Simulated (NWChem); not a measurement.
System: CH$_{4}$BIO; SMILES CB(O)I

NWChem input:

```
start job
memory heap 200 mb stack 900 mb global 1100 mb
geometry units angstroms noautoz
  B      0.074356    -1.369191     0.000000
  I      0.058009     0.826426     0.000000
  C     -1.276118    -2.158762     0.000000
  H     -1.887650    -1.888344     0.885726
  H     -1.107401    -3.253828     0.000000
  H     -1.887650    -1.888344    -0.885726
  O      1.272028    -1.997655     0.000000
  H      2.030853    -1.384003     0.000000
end
basis spherical
  * library def2-svp
end
ecp
  I library def2-ecp
end
dft
  xc xtpss03 ctpss03
  iterations 150
  mulliken
end
task dft energy
```

All runs use the structure optimised with PBE-D3(BJ)/def2-SVP. def2 effective core potentials on I; no spin-orbit coupling.

Question: What results follow from this input? (TPSS/def2-SVP with def2 effective core potentials on I.) Quantities: basis functions; energy (Ha); highest occupied level (eV); orbital gap (eV); dipole (D).

Answer: The number of basis functions is 88. The energy (Ha) comes out as -438.19 and the highest occupied level (eV) is -6.37. The orbital gap (eV) is 5.34. The dipole (D) is 1.06.
